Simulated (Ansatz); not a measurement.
# Which isomer of CH3ClFSi+ gives these data?

These gas-phase data were calculated for one isomer of CH3ClFSi+ at B3LYP-D3(BJ)/def2-SVP (harmonic, unscaled wavenumbers; equilibrium rotational constants with average atomic masses):

| Item | Value |
| --- | --- |
| rotational constants | 21.65, 1.801, 1.68 GHz |
| all wavenumbers above 1500 cm⁻¹ | 3052, 2999, 2310 |

Candidates:

(1) `C[Si+](F)Cl`, a singlet
(2) `FC[SiH+]Cl`, a singlet

Problem. Which candidate do the data belong to?

Solution. Candidate (2). The band at 2310 cm⁻¹ lies where the Si–H stretch is expected; (1) has no mode between 2000 and 2380 cm⁻¹.

The same quantities for all candidates:

|  | rotational constants (GHz) | wavenumbers above 1500 cm⁻¹ | E above the lowest, B3LYP-D3(BJ)/def2-SVP (kcal/mol) |
| --- | --- | --- | --- |
| (1) | 6.723, 3.325, 2.257 | 3160, 3108, 3018 | 0.0 |
| (2) | 21.65, 1.801, 1.68 | 3052, 2999, 2310 | 58.9 |

Harmonic stretches to hydrogen usually lie a few per cent above observed fundamentals. Each candidate is one conformer. Programs: Ansatz 0.2.0.
